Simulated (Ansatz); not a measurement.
The cluster Nb2P2. Total charge 0; quintet. Geometry PBE0-D4/def2-SVP; atoms count from 1.

```xyz
4

Nb    0.403   -1.349    0.414
Nb   -0.794    1.229   -0.112
P     1.043    0.732    1.215
P    -0.652   -0.612   -1.517
```

In the def2 sets Nb takes a core potential; there is no spin–orbit coupling. The charge 0 quintet is spin-contaminated (final ⟨S²⟩ up to 6.20, 6.00 for a pure state). At PBE0-D4/def2-TZVP a singlet of charge 0 lies 1.46 eV below the quintet, each at its own geometry. The structure comes from a short search, and lower isomers may exist.

Estimate the Mulliken populations from the PBE0/def2-TZVP orbitals of Ansatz.


| atom | charge (e) | spin (α − β) | d electrons |
| --- | --- | --- | --- |
| Nb1 | 0.52 | 2.39 | 3.76 |
| Nb2 | 0.52 | 2.39 | 3.76 |
| P3 | -0.52 | -0.39 | – |
| P4 | -0.52 | -0.39 | – |
Mulliken values and Mayer orders depend strongly on the basis.

Where does the spin sit?

Summed by element: Nb 4.77, P -0.77, of 4 unpaired in all. Largest on single atoms: Nb1 2.39, Nb2 2.39, P4 -0.39.

And the Mayer bond orders between bonded heavy atoms (over 0.3)?

Nb1–Nb2 0.93 (2.89 Å); Nb1–P3 1.53 (2.32 Å); Nb1–P4 1.52 (2.32 Å); Nb2–P3 1.53 (2.32 Å); Nb2–P4 1.53 (2.32 Å).
